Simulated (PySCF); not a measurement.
**Do core-level shifts follow atomic charges?**

C5H11NO.
SMILES with atom numbers: `[CH3:1][CH2:2][C:3](=[O:4])[N:5]([CH3:6])[CH3:7]`

Binding energies: delta-SCF UKS SCAN, pcX-2 on the ionised atom, pcseg-1 elsewhere, spin-free X2C (PySCF 2.14.0). Charges: PBE0/pcSseg-1 ground-state density, for the ionised atom.

```
atom                    environment  C 1s (eV)  Mulliken (e)  IAO (e)  Hirshfeld (e)  ESP (e)
  C1                  methyl carbon     290.46        -0.226   -0.404         -0.119   -0.407
  C2  sp3 carbon next to a carbonyl     290.79        -0.374   -0.299         -0.073   +0.093
  C6                N-methyl carbon     292.05        -0.062   -0.305         -0.058   -0.430
  C3          amide carbonyl carbon     293.02        +0.510   +0.415         +0.172   +0.437
```

Question: Give the correlation coefficient and slope of binding energy on charge for each scheme.

Answer: Mulliken: r = 0.92, slope 2.8 eV per e; Hirshfeld: r = 0.89, slope 8.1 eV per e; IAO: r = 0.85, slope 2.7 eV per e; ESP: r = 0.55, slope 1.5 eV per e. On 4 points no scheme stands out.

Question: The point-charge model writes a binding energy as kq + V + constant, with V the potential of the other atoms' charges at the site. What does it give with the Hirshfeld charges?

Answer: V = Σ 14.40 eV Å × q/r over all other atoms: +1.14 eV at C1, +0.95 eV at C2, +1.52 eV at C6, -3.46 eV at C3. Fitting binding energy − V to q gives k = 25.5 eV per e and leaves an rms residual of 0.23 eV, against 0.46 eV for the fit on q alone. The model has no term for differences in relaxation between sites.

One conformer (not necessarily the lowest) at the PBE0-D3(BJ)/def2-SVP geometry, without solvent, vibrations or thermal averaging.

Shape of the structure used: `[CH3:1][CH2:2][C:3](=[O:4])[N:5]([CH3:6])[CH3:7]`: C1–C2–C3–O4 -1°, C2–C3–N5–C6 1°.
